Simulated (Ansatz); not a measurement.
AlClH$_{2}$O$_{2}$, SMILES `[OH][Al]([OH])[Cl]`, relaxed with RKS PBE-D4/def2-SVP in Ansatz 0.2.0 from a rough embedded geometry. The force threshold is 0.03 eV/Å; the program also tests the step.

The species carries charge 0 and has multiplicity 1.

Start:

```xyz
6

O    -0.904    0.004   -1.439
Al    0.172   -0.385   -0.062
O     1.422    0.815    0.443
Cl    0.052   -2.275    0.962
H    -1.736    0.439   -1.021
H     0.994    1.402    1.116
```

Task: By how much does the energy fall, and how many steps does the optimiser take? (An estimate is asked.)

Result: Computed: 13.93 kcal/mol, in 13 steps, 2 of them rejected.

Task: Which bonds change most? (Estimate.)

Result: Ansatz gave: Al2–O3 from 1.805 to 1.706 Å; O1–Al2 from 1.790 to 1.706 Å; O1–H5 from 1.028 to 0.969 Å; Al2–Cl4 from 2.153 to 2.113 Å.

Task: Give the relaxed structure. (An estimate is asked.)

Result: Computed: 
```xyz
6

O    -1.079    0.327   -1.208
Al   -0.004   -0.094    0.048
O     1.111    1.105    0.525
Cl   -0.039   -2.005    0.949
H    -1.747   -0.289   -1.545
H     1.758    0.956    1.231
```
